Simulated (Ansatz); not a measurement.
Reaction (redistribution): `NB(S)[SiH2][SiH3]` + `SBCl` → `[SiH3][SiH2]BCl` + `NB(S)S`

Isolated molecules relaxed with PBE0-D4/def2-TZVP in Ansatz; ΔE leaves out vibrations. CCSD(T)/CBS adds triple-zeta CCSD(T) − MP2 to the extrapolated MP2 energy (def2 sets, frozen cores). This one scheme is used for every species. DFT in def2-TZVPP. Each species was taken in one conformer, which may not be the lowest.

Question: Is it downhill or uphill in electronic energy at CCSD(T)/CBS, and by how much? (Estimate.)

Answer: Computed: Uphill: ΔE = +34.4 kJ/mol.

Question: What do these levels give: r2SCAN-D4, B2PLYP, HF/def2-TZVPP, MP2/def2-TZVPP, HF/CBS(def2), MP2/CBS(def2)? (An estimate is asked.)

Answer: The calculation gave: r2SCAN-D4 36.7, B2PLYP 36.2, HF/def2-TZVPP 26.3, MP2/def2-TZVPP 37.1, HF/CBS(def2) 25.9, MP2/CBS(def2) 35.4 kJ/mol.

Largest T1 diagnostic among the species: 0.014.

In def2-TZVPP, CCSD(T) changes the Hartree–Fock value by +9.7 kJ/mol (the triples alone add +2.1 kJ/mol) and MP2 by +10.8 kJ/mol.
